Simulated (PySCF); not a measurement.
Compound: C6H7F4NSi.
Numbering: `[F:1][CH2:2][c:3]1[cH:4][n:5]([SiH3:6])[cH:7][c:8]1[C:9]([F:10])([F:11])[F:12]` (hydrogens: H13, H14 on C2; H15 on C4; H16, H17, H18 on Si6; H19 on C7)

Structure used (PBE0-D3(BJ)/def2-SVP), in Å, numbered top down from 1:
```
atom  x, y, z in Å
F1    -1.6307   -2.8328   -0.3550
C2    -1.9659   -1.5440   -0.0296
C3    -0.7490   -0.6833   -0.0176
C4     0.5342   -1.1009   -0.2673
N5     1.3929   -0.0229   -0.1636
Si6    3.1400   -0.0500   -0.4985
C7     0.6506    1.0875    0.1481
C8    -0.6712    0.7191    0.2475
C9    -1.8025    1.6162    0.5898
F10   -1.4005    2.8786    0.7594
F11   -2.7446    1.6184   -0.3664
F12   -2.4225    1.2359    1.7191
H13   -2.4559   -1.5417    0.9598
H14   -2.6994   -1.1696   -0.7648
H15    0.8916   -2.0999   -0.5070
H16    3.3816   -0.2062   -1.9601
H17    3.7383   -1.1973    0.2365
H18    3.6661    1.2525   -0.0113
H19    1.1061    2.0662    0.2826
```

Method used: PBE0-D3(BJ)/def2-SVP geometry optimisation, gas phase in PySCF 2.14.0.

Take the most abundant isotopes and a rigid rotor. The values belong to one conformer with, in the numbering `[F:1][CH2:2][c:3]1[cH:4][n:5]([SiH3:6])[cH:7][c:8]1[C:9]([F:10])([F:11])[F:12]`, F1–C2–C3–C4 -1°.

Task: Give the principal moments of inertia and the rotational constants in GHz.

Result: Ia = 514.32, Ib = 879.81, Ic = 1297.41 u·Å²; 505379 MHz·u·Å²/I gives 982.6, 574.4 and 389.5 MHz, that is A = 0.9826, B = 0.5744, C = 0.3895 GHz.

Task: What kind of rotor is it?

Result: An asymmetric top: κ = (2 × 574.4 − 982.6 − 389.5)/(982.6 − 389.5) = -0.38.

Task: What does the inertial defect say?

Result: Not planar: Δ = Ic − Ia − Ib = -96.72 u·Å². For a rigid frame Δ = −2 Σ m c², so Σ m c² = 48.36 u·Å² lies off the ab plane: 4.59 from hydrogen and 43.77 from heavier atoms. The atom farthest from that plane is 1.38 Å away.

Task: Where do the levels up to J = 5 lie, in MHz?

Result: Above 0(0,0):
J = 1: 1(0,1) 964, 1(1,1) 1372, 1(1,0) 1557
J = 2: 2(0,2) 2842, 2(1,2) 3115, 2(1,1) 3670, 2(2,1) 4894, 2(2,0) 4944
J = 3: 3(0,3) 5554, 3(1,3) 5702, 3(1,2) 6802, 3(2,2) 7786, 3(2,1) 8016, 3(3,1) 10317, 3(3,0) 10326
J = 4: 4(0,4) 9042, 4(1,4) 9109, 4(1,3) 10899, 4(2,3) 11602, 4(2,2) 12199, 4(3,2) 14252, 4(3,1) 14311, 4(4,1) 17689, 4(4,0) 17691
J = 5: 5(0,5) 13290, 5(1,5) 13318, 5(1,4) 15876, 5(2,4) 16312, 5(2,3) 17469, 5(3,3) 19172, 5(3,2) 19387, 5(4,2) 22619, 5(4,1) 22630, 5(5,1) 27024, 5(5,0) 27024
The levels of one J sum to (2J + 1)J(J + 1)(A + B + C)/3.

Task: Which types of transition are allowed, and where do some lines up to J = 2 fall?

Result: The dipole components are |μa| = 3.31 D, |μb| = 1.17 D, |μc| = 0.01 D. The squared components, which scale the intensities, stand as 1.00 : 0.12 : 0.00 (a : b : c). Some of the stronger lines:

| type | branch | J(Ka,Kc) | MHz | lower level (cm⁻¹) |
| --- | --- | --- | --- | --- |
| a | Q | 2(1,1) ← 2(1,2) | 555 | 0.104 |
| b | Q | 1(1,0) ← 1(0,1) | 593 | 0.032 |
| b | Q | 2(1,1) ← 2(0,2) | 828 | 0.095 |
| a | R | 1(0,1) ← 0(0,0) | 964 | 0.000 |
| b | Q | 2(2,0) ← 2(1,1) | 1275 | 0.122 |
| b | R | 1(1,1) ← 0(0,0) | 1372 | 0.000 |
| b | R | 2(0,2) ← 1(1,1) | 1470 | 0.046 |
| a | R | 2(1,2) ← 1(1,1) | 1743 | 0.046 |
| b | Q | 2(2,1) ← 2(1,2) | 1779 | 0.104 |
| a | R | 2(0,2) ← 1(0,1) | 1878 | 0.032 |
| a | R | 2(1,1) ← 1(1,0) | 2113 | 0.052 |
| b | R | 2(1,2) ← 1(0,1) | 2151 | 0.032 |
| b | R | 2(2,1) ← 1(1,0) | 3337 | 0.052 |
| b | R | 2(2,0) ← 1(1,1) | 3572 | 0.046 |

No PBE0-D3(BJ)/def2-SVP frequencies stand behind this structure, so it isn't proved a minimum. Zero-point vibration and centrifugal distortion are left out. A rigid rotor knows nothing of internal rotation, which can split or shift real lines. Quadrupole hyperfine structure (14N) is left out.
